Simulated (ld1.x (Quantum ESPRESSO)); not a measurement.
u(r) = r·R(r): atom against pseudo-atom (Si)

Columns: radius, all-electron u(r) and pseudo u(r) of the 3p shell (level -4.37 eV) of silicon in the configuration [Ne] 3s1.5 3p2.5; PBEsol, non-relativistic, ultrasoft scheme, ld1.x (Quantum ESPRESSO) 7.5.

```
r (bohr)  all-electron   pseudo
   0.105        0.1098  -0.0053
   0.210        0.2260  -0.0211
   0.315        0.2641  -0.0465
   0.420        0.2366  -0.0803
   0.525        0.1685  -0.1211
   0.630        0.0797  -0.1671
   0.735       -0.0165  -0.2163
   0.840       -0.1119  -0.2671
   0.945       -0.2016  -0.3178
   1.050       -0.2832  -0.3668
   1.155       -0.3554  -0.4131
   1.260       -0.4183  -0.4559
   1.365       -0.4721  -0.4945
   1.470       -0.5168  -0.5287
   1.575       -0.5530  -0.5581
   1.680       -0.5812  -0.5828
   1.785       -0.6022  -0.6024
   1.890       -0.6168  -0.6168
   1.995       -0.6256  -0.6256
   2.100       -0.6294  -0.6294
   2.205       -0.6289  -0.6289
   2.310       -0.6248  -0.6248
   2.415       -0.6175  -0.6175
   2.520       -0.6076  -0.6076
   2.625       -0.5955  -0.5955
   2.730       -0.5816  -0.5816
```

Problem. How many radial nodes do the two functions have?

Solution. The all-electron 3p function has n − l − 1 = 1; the pseudo-wave has 0, since the states of the same l below it are removed with the core.

Problem. At about which radius was the pseudo-wave matched?

Solution. 1.90 bohr. The columns agree to 0.0005 from 1.78 bohr on; several derivatives are matched, so the curves merge somewhat inside the radius.

Problem. Is the pseudo-wave norm-conserving?

Solution. No, it belongs to an ultrasoft set: the norm inside the radius is not constrained, and the difference is carried by the augmentation charge.
